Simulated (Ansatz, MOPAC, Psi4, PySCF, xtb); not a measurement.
Two geometries of C₄H₈O₃, SMILES CCOC(=O)OC, singlet, relaxed at B3LYP-D3(BJ)/def2-SVP with one dihedral held; other torsions can differ between them too.

Structure A

```
15

C      2.2065    -0.0315    -0.4125
C      1.6442     0.1603     0.9844
O      0.3950    -0.5283     1.1591
C     -0.6481    -0.1359     0.4100
O     -1.2354    -0.8420    -0.3623
O     -0.9291     1.1621     0.6251
C     -1.9983     1.7025    -0.1480
H      2.3048    -1.1012    -0.6505
H      3.1994     0.4399    -0.4853
H      1.5582     0.4314    -1.1737
H      1.5115     1.2291     1.2209
H      2.3077    -0.2779     1.7427
H     -2.0739     2.7607     0.1310
H     -2.9414     1.1813     0.0744
H     -1.7914     1.6044    -1.2246
```

Structure B

```
15

C     -2.3546    -0.5151     0.3086
C     -1.6918     0.7931    -0.0839
O     -0.5302     0.5842    -0.9052
C      0.6504     0.2570    -0.3773
O      1.6358     0.0767    -1.0377
O      0.6000     0.1616     0.9683
C      1.8329    -0.1643     1.6066
H     -1.7004    -1.1052     0.9666
H     -3.2937    -0.3132     0.8481
H     -2.5915    -1.1130    -0.5847
H     -2.3597     1.3978    -0.7140
H     -1.4169     1.3845     0.8015
H      1.6138    -0.2246     2.6797
H      2.2195    -1.1263     1.2392
H      2.5885     0.6120     1.4141
```

Which is lower in energy at the level CCSD(T) on RHF/cc-pVDZ, frozen core // B3LYP-D3(BJ)/def2-SVP run with Ansatz (a program for electronic structure), and by how much?

B is lower, by 4.69 kcal/mol (dihedral C2–O3–C4–O5: 120° in A, 180° in B).

E(B) − E(A) in kcal/mol at the other levels, on the same two geometries: B3LYP/def2-TZVP // B3LYP-D3(BJ)/def2-SVP (Psi4) -4.54; B3LYP-D3(BJ)/def2-TZVP // B3LYP-D3(BJ)/def2-SVP (Psi4) -4.44; PBE/def2-TZVP // B3LYP-D3(BJ)/def2-SVP (Psi4) -4.74; PBE-D3(BJ)/def2-TZVP // B3LYP-D3(BJ)/def2-SVP (Psi4) -4.68; M06-2X/def2-TZVP // B3LYP-D3(BJ)/def2-SVP (Psi4) -4.38; RHF/cc-pVDZ // B3LYP-D3(BJ)/def2-SVP (Ansatz) -4.46; MP2 on RHF/cc-pVDZ, frozen core // B3LYP-D3(BJ)/def2-SVP (Ansatz) -4.93; CCSD on RHF/cc-pVDZ, frozen core // B3LYP-D3(BJ)/def2-SVP (Ansatz) -4.64; AM1, restricted, heats of formation // B3LYP-D3(BJ)/def2-SVP (MOPAC) -3.32; PM6, restricted, heats of formation // B3LYP-D3(BJ)/def2-SVP (MOPAC) -4.17; GFN1-xTB // B3LYP-D3(BJ)/def2-SVP (xtb) -5.53; restricted B3LYP/6-31G*, spherical d, density fitting // B3LYP-D3(BJ)/def2-SVP (PySCF) -4.87; restricted Hartree-Fock/LANL2DZ // B3LYP-D3(BJ)/def2-SVP (PySCF) -4.80; restricted MP2 (frozen core)/6-31G*, spherical d // B3LYP-D3(BJ)/def2-SVP (PySCF) -4.85; restricted B3LYP/6-311+G**, spherical d, density fitting // B3LYP-D3(BJ)/def2-SVP (PySCF) -4.48.
